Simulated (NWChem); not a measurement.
Isomers of C₄H₈O, each optimised at B3LYP/6-31G* with NWChem, gas phase unless a solvent is named. Flexible species stand in one conformer each, which need not be the lowest. Pople sets run with spherical d functions. Relative energies count from the lowest isomer at each level and are electronic, without zero-point energy, on those geometries.

A: CC1(O)CC1
B: C[C@H]1CCO1
C: C=CCOC

```json
[
 {"quantity": "relative energy, B3LYP/6-31G* (kcal/mol)", "A": "3.0", "B": "0.0", "C": "5.7"},
 {"quantity": "relative energy, B3LYP/def2-TZVP (kcal/mol)", "A": "0.0", "B": "2.1", "C": "4.2"},
 {"quantity": "relative energy, r2SCAN/def2-TZVP (kcal/mol)", "A": "0.0", "B": "3.6", "C": "9.6"},
 {"quantity": "dipole (D), B3LYP/6-31G*", "A": "1.50", "B": "1.83", "C": "1.20"},
 {"quantity": "highest harmonic frequency (cm⁻¹), B3LYP/6-31G*", "A": "3707", "B": "3139", "C": "3240"}
]
```
